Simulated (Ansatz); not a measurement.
Geometry optimisation, Ansatz 0.2.0, RHF/def2-SVP.

Input file:

```yaml
crystal:
  periodic: [false, false, false]
  atoms:
    - { symbol: Hf, position_ang: [-0.282284, -0.368491, -0.039019] }
    - { symbol: Cl, position_ang: [-0.64566, -0.611478, 2.425563] }
    - { symbol: O, position_ang: [1.570039, -0.614345, -0.522711] }
    - { symbol: H, position_ang: [2.461188, -0.646193, -0.81539] }
    - { symbol: O, position_ang: [-1.204946, 1.181938, -0.712702] }
    - { symbol: H, position_ang: [-1.501881, 2.025904, -0.999498] }
    - { symbol: "N", position_ang: [-1.228599, -1.937363, -0.924938] }
    - { symbol: H, position_ang: [-2.198644, -1.967919, -1.192278] }
    - { symbol: H, position_ang: [-0.809552, -2.825767, -1.140772] }
    - { symbol: O, position_ang: [1.290609, 1.895492, 1.706645] }
    - { symbol: Si, position_ang: [2.934116, 2.095583, 1.834571] }
    - { symbol: H, position_ang: [3.616122, 0.801721, 2.069629] }
    - { symbol: H, position_ang: [3.391483, 2.678368, 0.558097] }
    - { symbol: H, position_ang: [3.266281, 3.008069, 2.953142] }
    - { symbol: H, position_ang: [0.801527, 1.512781, 2.45266] }
basis:
  gaussian: { orbitals: def2-SVP }
hamiltonian:
  xc: hf
relax:
  f_tol: 0.03
  max_steps: 50
output:
  orbitals: {}
```

Command:

```bash
$ ansatz run input.yaml --threads 4 --pin off --max-ram 5120MiB --backend cpu --events-out ev --progress --plain --runs-dir out
```

Q: Where does it end, and by what steps?

A: The forces met the threshold. After 16 steps the energy has fallen by 0.321 eV; H8 moved furthest, 0.74 Å. Joined: Hf1–O10 (3.26 → 2.40 Å).

| step | energy less start (eV) | largest force component (eV/Å) | accepted |
| --- | --- | --- | --- |
| 0 | 0.0000 | 0.929 | yes |
| 1 | -0.0687 | 0.558 | yes |
| 2 | -0.1540 | 0.691 | yes |
| 3 | -0.1515 | 1.304 | no |
| 4 | -0.2215 | 0.445 | yes |
| 5 | -0.2472 | 0.395 | yes |
| 6 | -0.2739 | 0.235 | yes |
| 7 | -0.2793 | 0.760 | yes |
| 8 | -0.2900 | 0.421 | yes |
| 9 | -0.3086 | 0.127 | yes |
| 10 | -0.3171 | 0.167 | yes |
| 11 | -0.3166 | 0.315 | no |
| 12 | -0.3193 | 0.057 | yes |
| 13 | -0.3204 | 0.033 | yes |
| 14 | -0.3205 | 0.100 | yes |
| 15 | -0.3209 | 0.070 | yes |
| 16 | -0.3211 | 0.017 | yes |

```xyz
15
Properties=species:S:1:pos:R:3
Hf -0.119 -0.140 0.298
Cl -0.881 -0.805 2.549
O 1.807 -0.328 -0.166
H 2.294 -0.773 -0.839
O -1.075 1.345 -0.485
H -1.440 2.115 -0.877
N -0.880 -1.666 -0.844
H -1.648 -1.570 -1.486
H -0.635 -2.640 -0.794
O 1.092 1.409 1.682
Si 2.738 1.812 1.526
H 3.608 0.685 1.884
H 2.976 2.322 0.171
H 2.942 2.901 2.510
H 0.682 1.561 2.525
```

Time of the run: 45 s on 4 threads of Arm Neoverse V2, on a shared host, peak memory 0.51 GiB.
